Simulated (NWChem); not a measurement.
Molecule: CH₃ClO₃Si; SMILES O=C[Si](O)(O)Cl

```xyz
9

O      0.5302     2.3305    -0.3823
C      0.3987     1.5260     0.5133
Si    -0.3878    -0.1506     0.0342
O     -1.7111    -0.3894     0.9751
O     -0.7112     0.0077    -1.5675
Cl     0.9574    -1.6823     0.3326
H      0.7384     1.7765     1.5519
H     -2.2285    -1.1939     0.8698
H     -0.4221     0.8776    -1.8835
```
Atoms are numbered in this order, from 1.

Structure relaxed at the PBE0/def2-SVP level.

### Question
Give the principal values of the shielding tensors (ppm) of O1, C2, Si3, O4, O5 from Hartree-Fock/6-31G* (spherical d), GIAO (NWChem), with their diamagnetic and paramagnetic parts as GIAO splits them.

### Answer
| atom | σ11 | σ22 | σ33 | isotropic | diamagnetic | paramagnetic |
|---|---|---|---|---|---|---|
| O1 | -1362.3 | -547.2 | 446.2 | -487.8 | 396.8 | -884.6 |
| C2 | -136.4 | -59.2 | 126.3 | -23.1 | 252.9 | -275.9 |
| Si3 | 455.9 | 481.9 | 543.4 | 493.7 | 878.0 | -384.2 |
| O4 | 257.9 | 294.5 | 318.8 | 290.4 | 394.8 | -104.4 |
| O5 | 259.5 | 318.3 | 324.5 | 300.8 | 395.1 | -94.3 |
